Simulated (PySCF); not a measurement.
Computed IR spectrum (relative IR intensity) of a molecule C₄H₄N, multiplicity 2. Geometry: PBE-D3(BJ)/def2-SVP. One conformer was computed; it need not be the lowest. Computed with PBE-D3(BJ)/def2-SVP (PySCF). Frequencies are harmonic and unscaled.

```
ν (cm⁻¹)  relative intensity
--------  ------------------
473                       69
524                       21
619                       18
627                       17
710                      100
802                      4.1
823                      2.9
855                      4.5
1005                      48
1041                      23
1121                     4.1
1196                      15
1420                     9.0
1453                      15
1498                     2.3
3566                      77
```

Task: Which structure fits?
(A) [c]1ccc[nH]1
(B) [c]1cc[nH]c1
(C) C1=C[N]C=C1

Result: B, [c]1cc[nH]c1
